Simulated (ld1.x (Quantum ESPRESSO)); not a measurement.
An all-electron radial function and its pseudo partner (Sb (Z = 51))

Columns: radius, all-electron u(r) and pseudo u(r) of the 5s shell (level -12.77 eV) of antimony in the configuration [Kr] 4d10 5s2 5p3; revPBE, scalar-relativistic, RRKJ scheme, ld1.x (Quantum ESPRESSO) 7.5.

| r (bohr) | all-electron | pseudo |
| --- | --- | --- |
| 0.102 | -0.1370 | 0.0160 |
| 0.204 | 0.2055 | 0.0329 |
| 0.306 | 0.1788 | 0.0518 |
| 0.408 | -0.0788 | 0.0738 |
| 0.510 | -0.2947 | 0.1000 |
| 0.612 | -0.3758 | 0.1319 |
| 0.714 | -0.3332 | 0.1706 |
| 0.816 | -0.2102 | 0.2174 |
| 0.918 | -0.0493 | 0.2728 |
| 1.020 | 0.1191 | 0.3366 |
| 1.122 | 0.2763 | 0.4071 |
| 1.224 | 0.4130 | 0.4813 |
| 1.326 | 0.5254 | 0.5547 |
| 1.428 | 0.6132 | 0.6223 |
| 1.530 | 0.6782 | 0.6792 |
| 1.632 | 0.7231 | 0.7222 |
| 1.734 | 0.7507 | 0.7501 |
| 1.836 | 0.7639 | 0.7638 |
| 1.938 | 0.7652 | 0.7652 |
| 2.040 | 0.7570 | 0.7570 |
| 2.142 | 0.7412 | 0.7412 |
| 2.244 | 0.7195 | 0.7195 |
| 2.346 | 0.6934 | 0.6934 |
| 2.448 | 0.6641 | 0.6641 |
| 2.550 | 0.6327 | 0.6327 |
| 2.652 | 0.5999 | 0.5999 |

Q: How many radial nodes do the two functions have?

A: The all-electron 5s function has n − l − 1 = 4 (the table is too coarse to show those close to the nucleus); the pseudo-wave has 0, since the states of the same l below it are removed with the core.

Q: At about which radius was the pseudo-wave matched?

A: 2.04 bohr. The columns agree to 0.0005 from 1.84 bohr on; several derivatives are matched, so the curves merge somewhat inside the radius.

Q: Where does each function peak?

A: Outermost all-electron maximum near 1.94 bohr, pseudo maximum near 1.94 bohr (to the table’s step).

Q: Is the pseudo-wave norm-conserving?

A: Yes: the RRKJ scheme keeps the norm inside the radius equal to the all-electron one, which fixes the energy derivative of the logarithmic derivative at the level.
